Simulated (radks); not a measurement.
Results of a calculation; reference values are marked as such.
The mean radii <r> (bohr) of the occupied orbitals of an atom or ion are listed with their occupations. Code: a radial shooting solver on a logarithmic mesh with Libxc functionals. Model: Dirac Kohn-Sham, revPBE, spin-unpolarised, spherical densities, finite nucleus; Fermi nuclear charge, rms radius of each element as measured or else 0.836 A^(1/3) + 0.57 fm.

| orbital | occ. | <r> |
|---|---|---|
| 1s1/2 | 2 | 0.04860 |
| 2s1/2 | 2 | 0.2174 |
| 2p1/2 | 2 | 0.1882 |
| 2p3/2 | 4 | 0.1917 |
| 3s1/2 | 2 | 0.6268 |
| 3p1/2 | 2 | 0.6340 |
| 3p3/2 | 4 | 0.6424 |
| 3d3/2 | 4 | 0.6497 |
| 3d5/2 | 2 | 0.6524 |

Name the element and its charge. Open shells, if any, fill j = l - 1/2 first.

Answer. Z = 31, gallium, charge +7: Ga7+ in [Ar] 3d6. The 1s radius gives Z: for a bare nucleus <r> = (2 gamma + 1)/(2Z) with gamma = sqrt(1 - (Z/c)^2), 0.04755 bohr for Z = 31, and screening makes it slightly larger (0.04860 here). The occupations add up to 24, and the charge is Z minus that.
